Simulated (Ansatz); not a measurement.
Program: Ansatz. Geometries: PBE0-D4/def2-TZVP. ΔE: electronic, gas phase. CCSD(T)/CBS adds triple-zeta CCSD(T) − MP2 to the extrapolated MP2 energy (def2 sets, frozen cores). This one scheme is used for every species. DFT in def2-TZVPP. For Ga outer-core shells are correlated without core-valence functions, which leaves a few kJ/mol of doubt a bond. Scalar relativity is left out up to krypton. One conformer a species, not always the lowest.

`[CH3][GaH][CH3]` + `[CH3][Ga]([CH3])[O][SiH3]` → `[CH3][Ga]([CH3])[O][Ga]([CH3])[CH3]` + SiH₄  (redistribution)

`[CH3][GaH][CH3]`:

```xyz
10

C     0.732   -0.718    1.387
Ga    0.464   -0.283   -0.517
C    -1.020    0.894   -1.065
H     1.300    0.090    1.860
H     1.293   -1.642    1.528
H    -0.220   -0.793    1.917
H     1.440   -0.877   -1.607
H    -1.931    0.294   -1.165
H    -0.837    1.376   -2.026
H    -1.222    1.660   -0.313
```

`[CH3][Ga]([CH3])[O][SiH3]`:

Z-matrix (Å, degrees):
```
C
Ga 1 1.959
H 1 1.093 2 109.9
H 1 1.090 2 112.2 3 121.1
H 1 1.093 2 109.9 3 -117.7
C 2 1.954 1 133.3 3 -119.9
O 2 1.804 1 114.8 3 59.6
H 6 1.093 2 109.4 1 109.9
H 6 1.092 2 109.7 1 -132.6
H 6 1.090 2 112.6 1 -10.8
Si 7 1.622 2 139.8 1 -0.4
H 11 1.495 7 111.9 2 1.7
H 11 1.489 7 110.5 2 121.8
H 11 1.490 7 110.5 2 -118.3
```

`[CH3][Ga]([CH3])[O][Ga]([CH3])[CH3]`:

```xyz
19

C    -1.392   -2.225   -2.272
Ga   -0.942   -0.614   -1.244
C    -1.450    1.249   -1.640
O     0.025   -0.908    0.229
Ga    0.955    0.099    1.375
C     1.486   -0.811    3.032
C     1.351    1.954    0.839
H    -0.981   -3.112   -1.791
H    -2.476   -2.339   -2.356
H    -0.995   -2.157   -3.288
H    -2.123    1.318   -2.496
H    -0.558    1.843   -1.854
H    -1.941    1.701   -0.775
H     1.117   -1.837    3.039
H     1.089   -0.286    3.905
H     2.574   -0.827    3.131
H     1.989    2.464    1.563
H     1.849    1.968   -0.134
H     0.422    2.521    0.736
```

SiH₄:

Z-matrix (Å, degrees):
```
Si
H 1 1.485
H 1 1.485 2 109.5
H 1 1.485 2 109.5 3 -120.0
H 1 1.485 2 109.5 3 120.0
```

```tsv
level	ΔE (kcal/mol)
BHLYP-D4	6.8
MP2/CBS(def2)	4.4
```

Q: What does CCSD(T)/CBS give? (Best estimate.)

A: Ansatz gave: +4.6 kcal/mol. The listed levels differ from it by 2.2, -0.2 kcal/mol.

Largest T1 diagnostic among the species: 0.013.

From PBE to PBE0 (25 % exact exchange), in def2-TZVPP and without D4, ΔE moves by +1.8 kcal/mol. At CCSD(T), def2-SVP lies −5.4 kcal/mol from the extrapolated value and def2-TZVPP −1.0 kcal/mol.
